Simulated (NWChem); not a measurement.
System: C₄H₄OS; SMILES C1=CSC=CO1

Input file for NWChem:

```
start job
memory heap 200 mb stack 900 mb global 1100 mb
geometry units angstroms noautoz
  C     -0.031636    -1.168494     1.007648
  C     -0.097052    -1.316108    -0.315724
  S      0.134044    -0.000000    -1.474317
  C     -0.097052     1.316108    -0.315724
  C     -0.031636     1.168494     1.007648
  O      0.201663     0.000000     1.676670
  H     -0.189141    -2.001331     1.696277
  H     -0.325918    -2.293738    -0.742979
  H     -0.325918     2.293738    -0.742979
  H     -0.189141     2.001331     1.696277
end
basis spherical
  C library def2-svpd
  S library def2-svpd
  O library def2-svpd
  H library def2-svpd
end
dft
  xc hfexch
  iterations 150
  mulliken
end
task dft energy
```

Coordinates come from a PBE0/def2-SVP optimisation.

Question: Give the results of this calculation. (Hartree-Fock/def2-SVPD.) Quantities: basis functions; energy (Ha); highest occupied level (eV); orbital gap (eV); dipole (D).

Answer: The number of basis functions comes out as 162 and the energy (Ha) is -625.84. The highest occupied level (eV) comes out as -7.92, the orbital gap (eV) is 10.30 and the dipole (D) is 0.92.
